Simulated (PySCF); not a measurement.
Nb(O)2(OH) (HNbO3), SMILES [O]=[Nb](=[O])[OH], multiplicity 1. Geometry optimised at PBE-D3(BJ)/def2-SVP. The multiplicity is an assumed one; other spin states were not compared. The def2 effective core potentials stand for the cores of Nb; spin–orbit coupling is left out. The values are those of a single conformer.

Calculation: PBE-D3(BJ)/def2-SVP run with PySCF.

Harmonic wavenumbers (cm⁻¹): 165, 209, 252, 342, 515, 697, 936, 970, 3777. Rotational constants (GHz): 6.818, 5.367, 3.480; symmetry number 1.

Question: Work out the zero-point energy and the ideal-gas rigid-rotor harmonic-oscillator thermochemistry at 298.15 K and 1 atm.

Answer: ZPE = ½ Σ hcν = ½ × 7863 cm⁻¹ = 11.24 kcal/mol. H − E(el) = 15.14 kcal/mol. Entropy in cal/(mol K): translation 40.76, rotation 25.34, vibration 8.63, total 74.73. G − E(el) = -7.14 kcal/mol. Cp = 17.93 cal/(mol K).
